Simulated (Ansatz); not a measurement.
Geometry optimisation, RKS CAM-B3LYP/def2-SVP (Ansatz).

The input (input.yaml):

```yaml
crystal:
  periodic: [false, false, false]
  atoms:
    - { symbol: O, position_ang: [-1.84953, 2.04645, 1.49966] }
    - { symbol: In, position_ang: [-0.21681, 1.21661, 0.84389] }
    - { symbol: S, position_ang: [2.06412, 1.74724, 1.36106] }
    - { symbol: O, position_ang: [-0.62726, -0.22078, -0.44431] }
    - { symbol: Si, position_ang: [0.05068, -1.53719, -1.08353] }
    - { symbol: H, position_ang: [-2.61763, 1.63036, 1.10305] }
    - { symbol: H, position_ang: [1.69346, 2.70249, 2.21158] }
    - { symbol: H, position_ang: [-0.9801, -2.00189, -2.00915] }
    - { symbol: H, position_ang: [0.35875, -2.51386, -0.02841] }
    - { symbol: H, position_ang: [1.30266, -1.17761, -1.77102] }
basis:
  gaussian: { orbitals: def2-SVP }
hamiltonian:
  xc: cam_b3lyp
relax:
  f_tol: 0.015
  max_steps: 40
output:
  orbitals: {}
```

Command:

```bash
$ ansatz run input.yaml --threads 2 --pin off --max-ram 3072MiB --backend cpu --events-out ev --progress --plain --runs-dir out
```

Q: Where does it end, and by what steps?

A: It converged. After 11 steps the energy has fallen by 0.148 eV; H9 moved furthest, 0.29 Å.

```csv
step,energy less start (eV),largest force component (eV/Å),accepted
0,0.0000,1.028,yes
1,-0.1003,0.443,yes
2,-0.1273,0.553,yes
3,-0.1419,0.197,yes
4,-0.1446,0.043,yes
5,-0.1455,0.040,yes
6,-0.1463,0.051,yes
7,-0.1468,0.045,yes
8,-0.1471,0.031,yes
9,-0.1474,0.031,yes
10,-0.1474,0.039,yes
11,-0.1476,0.007,yes
```

```xyz
10
Properties=species:S:1:pos:R:3
O -1.779 2.197 1.526
In -0.203 1.192 0.878
S 2.017 1.809 1.450
O -0.632 -0.354 -0.285
Si 0.040 -1.604 -1.118
H -2.611 1.825 1.205
H 1.592 2.850 2.198
H -0.922 -2.093 -2.145
H 0.379 -2.741 -0.212
H 1.296 -1.190 -1.814
```

Whether the end is a true minimum wasn't checked by a vibrational analysis.

Run time: 58 s on 2 threads of Arm Neoverse V2, with other jobs on the host, peak memory 0.37 GiB.
